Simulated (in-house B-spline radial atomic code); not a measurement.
Configurations of In IV (In3+), with energies counted from [Kr] 4d10. Level of theory: scalar-relativistic (X2C) HSE06, spin-polarised, spherical fractional occupations, exact exchange averaged over the configuration, Fermi nucleus of rms radius 4.6156 fm; calculated with a B-spline radial code for spherical atoms. Shells without spins written out take the highest spin.

Occupations are held fixed; configurations that lie above the ionisation limit could autoionise.

```tsv
configuration	E - E(ref) (eV)	highest orbital	its <r> (bohr)
[Kr] 4d9 5s1	15.855	5s up	2.171
[Kr] 4d9 5p1	24.714	5p up	2.522
[Kr] 4d9 5d1	35.918	5d up	3.472
[Ar] 3d10 4s2 4p5 4d10 5p1	87.6	5p up	2.512
[Ar] 3d10 4s2 4p5 4d10 5d1	98.841	5d up	3.456
[Ar] 3d9 4s2 4p6 4d10 5p1	452.66	5p up	2.5
```

Problem. Order these further configurations by energy, lowest first.
A. [Ar] 3d9 4s2 4p6 4d10 5s1
B. [Ar] 3d10 4s2 4p5 4d10 4f1
C. [Ar] 3d10 4s2 4p5 4d10 5f1
D. [Kr] 4d9 5f1
E. [Ar] 3d9 4s2 4p6 4d10 5d1

Solution. D (45.923 eV), B (104 eV), C (108.87 eV), A (443.76 eV), E (463.89 eV).

Problem. How far above the reference does [Ar] 3d9 4s2 4p6 4d10 5f1 lie?

Solution. 474.11 eV; its least bound orbital is 5f up with <r> = 6.44 bohr.
